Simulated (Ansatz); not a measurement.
An input meant for MoO₂⁺ (charge 1, doublet; scaled by 1.12).

```yaml
crystal:
  periodic: [false, false, false]
  atoms:
    - {symbol: Mo, position_ang: [-0.278327, -0.686702, 0.041755]}
    - {symbol: O, position_ang: [-1.205146, 0.899085, 0.157952]}
    - {symbol: O, position_ang: [1.483473, -0.212384, -0.199696]}
basis:
  gaussian: {orbitals: STO-3G}
total_charge: 1
magnetization: {spin_polarized: true, initial_magnetization: 1}
hamiltonian: {xc: {name: HF}, dispersion: d2}
scf: {omitted_lower_state_checks: [starts]}
output: {forces: true}
```

```sh
$ ansatz run in.yaml --threads 4 --pin off --events-out ev --progress --plain --max-ram 3916MiB
```

**Question.** Predict how Ansatz answers.

**Answer.** The program refused the input. The program holds no damping parameters for this pairing of functional and dispersion term, so they'd have to be typed.
```
Error: YAML parse error: error: line 11 column 43: hamiltonian.dispersion: `d2` is not `none`, `rvv10`, `d3bj`, `d3bjatm`, `d4` or a map `{method: …, s8: …, a1: …, a2_bohr: …}` (numbers without units, a2 in bohr) or `{method: …, functional: …}`
 9 | total_charge: 1
10 | magnetization: {spin_polarized: true, initial_magnetization: 1}
11 | hamiltonian: {xc: {name: HF}, dispersion: d2}
12 | scf: {omitted_lower_state_checks: [starts]}
13 | output: {forces: true}
```
